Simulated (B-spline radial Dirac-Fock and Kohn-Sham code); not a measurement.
Level of theory: a relativistic central-field model (Hartree-Slater potential of the initial state, Latter tail, multipole expansion of the photon field, Dirac-Fock thresholds); a radial atomic solver. Kinetic energies are from the vacuum level. Open shells are spread statistically over j, without multiplet splitting. Without correlation, outer binding energies are uncertain by a few eV, most for open f shells.

Question: A free atom or ion in its tabulated ground configuration is ionised with 711 eV photons and gives these photoelectron lines. Identify it and assign the lines.

| kinetic energy (eV) | relative cross section |
| --- | --- |
| 42.75 | 6.6 |
| 121.4 | 25.1 |
| 301.8 | 32.3 |
| 316.3 | 50.6 |
| 509.1 | 2.4 |
| 546.2 | 77.4 |
| 547.7 | 2.0 |
| 548.9 | 100.0 |
| 561.5 | 5.6 |
| 610.0 | 0.51 |
| 611.7 | 0.77 |

Answer: Os⁷⁺, [Xe] 4f14 5d1. Binding energies are hν less the kinetic energy: 4p1/2 668.2 eV, 4p3/2 589.6 eV, 4d3/2 409.2 eV, 4d5/2 394.7 eV, 5s 201.9 eV, 4f5/2 164.8 eV, 5p1/2 163.3 eV, 4f7/2 162.1 eV, 5p3/2 149.5 eV, 5d3/2 101.0 eV, 5d5/2 99.34 eV.

Question: A free atom or ion in its tabulated ground configuration is ionised with 7890 eV photons and gives these photoelectron lines. Identify it and assign the lines.

```csv
kinetic energy (eV),relative cross section
6577.3,100.0
6731.9,33.4
6755.3,61.2
7643.9,15.4
7695.2,4.6
7698.5,8.5
7779.9,0.22
7780.4,0.31
```

Answer: Zn⁵⁺, [Ar] 3d7. Binding energies are hν less the kinetic energy: 2s 1312.7 eV, 2p1/2 1158.1 eV, 2p3/2 1134.7 eV, 3s 246.1 eV, 3p1/2 194.8 eV, 3p3/2 191.5 eV, 3d3/2 110.1 eV, 3d5/2 109.6 eV.

Question: A free atom or ion in its tabulated ground configuration is ionised with 800 eV photons and gives these photoelectron lines. Identify it and assign the lines.

| kinetic energy (eV) | relative cross section |
| --- | --- |
| 319.8 | 27.3 |
| 398.7 | 36.5 |
| 409.4 | 73.6 |
| 546.5 | 68.2 |
| 548.3 | 100.0 |
| 660.6 | 5.7 |
| 679.3 | 1.1 |
| 681.0 | 2.2 |

Answer: Sr⁷⁺, [Ar] 3d10 4s2 4p1. Binding energies are hν less the kinetic energy: 3s 480.2 eV, 3p1/2 401.3 eV, 3p3/2 390.6 eV, 3d3/2 253.5 eV, 3d5/2 251.7 eV, 4s 139.4 eV, 4p1/2 120.7 eV, 4p3/2 119.0 eV.

Values without a named source are computed, but for edge energies of neutral atoms, which are taken from tables.
